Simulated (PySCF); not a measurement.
H2INSi, SMILES N[Si]I (connectivity only; charge and spin as stated), neutral, multiplicity 1.

Coordinates come from a B3LYP-D3(BJ)/def2-TZVP optimisation. The def2 effective core potentials stand for the cores of I; spin–orbit coupling is left out. One conformer was computed; it need not be the lowest.

Calculation: B3LYP-D3(BJ)/def2-TZVP run with PySCF.

Frequencies are harmonic and unscaled.

Computed harmonic wavenumbers and intensities:
| mode | ν (cm⁻¹) | IR (km/mol) | moving atoms (share of kinetic energy) |
|---|---|---|---|
| 1 | 200 | 4.5 | N 54 %, H 18 %, I 16 %, Si 12 % |
| 2 | 314 | 47.9 | Si 78 %, I 13 %, H 8 % |
| 3 | 492 | 15.3 | H 98 % |
| 4 | 549 | 172.9 | H 80 %, N 19 % |
| 5 | 765 | 42.8 | H 74 %, N 19 % |
| 6 | 863 | 74.8 | N 51 %, Si 35 %, H 14 % |
| 7 | 1572 | 79.8 | H 89 %, N 11 % |
| 8 | 3526 | 28.7 | H 96 % |
| 9 | 3626 | 38.5 | H 91 %, N 9 % |
